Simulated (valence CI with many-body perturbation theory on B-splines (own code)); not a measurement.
**Valence orbitals of Sn10+**

Method: configuration interaction combined with many-body perturbation theory (CI+MBPT): four valence electrons over a frozen Dirac-Fock core [Kr], a basis of 7 s, 7 p, 8 d, 6 f, 4 g, 1 h functions for each j, with the one-electron correlation potential Σ1, the two-electron term Σ2, the three-electron term Σ3, Breit, model QED; selected CI, second order for the rest, scaled by the run's own slope (own B-spline code, finite nucleus).

No measured levels were compared; by estimate terms of the open shell hold to 2 to 4 % of their energy, and close levels can change places. Excitations out of the core, of the other parity, are not computed and may begin above about 51.3 eV (a cautious bound); beyond it only levels of the ground parity were kept, without lifetimes.

These are the spectroscopic orbitals of the CI (the correlating ones are not listed), shaped by the core and the other valence electrons. h is the expectation value of the core's Dirac-Fock operator, without the valence repulsion; Σ1 is computed up to l = 3 at one energy for each symmetry, that of its lowest orbital but kept below the first core excitation, so for empty shells it is not the orbital's own correlation shift; Breit and QED include the response of the core.

```
Orbital  h (hartree)  Σ1 (cm⁻¹)  Breit (cm⁻¹)  QED (cm⁻¹)  ⟨r⟩ (bohr)
  5s1/2      -7.2783      -8931           353         314       1.609
  6s1/2      -4.4096      -3015           167         147       2.680
  7s1/2      -2.9681      -1450          91.0        80.3       4.026
  5p1/2      -6.6425      -7354           532       -24.1       1.712
  6p1/2      -4.0977      -2730           263       -11.7       2.835
  7p1/2      -2.7918      -1370           147        -6.5       4.234
  5p3/2       -6.528      -6862           310         5.7       1.745
  6p3/2      -4.0427      -2596           155         3.0       2.875
  7p3/2       -2.761      -1313          91.9         1.7       4.283
  4d3/2      -10.323     -16919           434        -135      0.9167
  5d3/2      -5.4839      -4907           154       -30.6       1.959
  6d3/2      -3.5211      -2208          78.7       -14.9       3.207
  4d5/2      -10.261     -16606          62.0        -100      0.9238
  5d5/2      -5.4619      -4874          53.5       -20.9       1.968
  6d5/2      -3.5101      -2199          29.3       -10.1       3.218
  4f5/2      -7.1755     -24785          -192       -58.6       1.133
  5f5/2       -4.349      -6121         -51.4       -20.6       2.330
  4f7/2      -7.1705     -23905          -284       -54.0       1.135
  5f7/2      -4.3461      -5980         -89.4       -18.5       2.332
  5g7/2      -3.8002                     -8.2        -1.6       2.431
  5g9/2      -3.8002                     -9.9        -1.2       2.430
```

Among the shells of the start configuration 4d4, Σ1 is largest in size for 4d3/2, where it is 0.75 % of h.

Lowest root of each symmetry, sizes in configuration state functions:

```tsv
J	Parity	Roots	Reference	Variational	Second order	Change by selected CI (cm⁻¹)	Change by second order (cm⁻¹)
0	even	8	37	16831	109165	-8724	-3
1	even	12	87	31966	306918	-8343	-8
2	even	19	126	31994	459695	-8165	-14
3	even	15	129	31708	561209	-8181	-20
4	even	14	117	31761	577803	-8368	-19
5	even	7	84	31878	491430	-9953	-23
6	even	4	55	28598	367166	-9851	-19
0	odd	12	37	20386	127759	-6689	-9
1	odd	27	106	31958	379518	-6579	-50
2	odd	40	149	31934	566943	-5795	-109
3	odd	40	156	30382	640000	-5537	-146
4	odd	39	137	30233	679930	-5598	-146
5	odd	30	102	31437	583950	-5559	-103
6	odd	21	62	31950	509082	-5564	-45
7	odd	11	31	32726	340758	-5620	-11
8	odd	5	12	19575	191149	-5720	-8
9	odd	1	2	11318	102262	-7930	-13
```
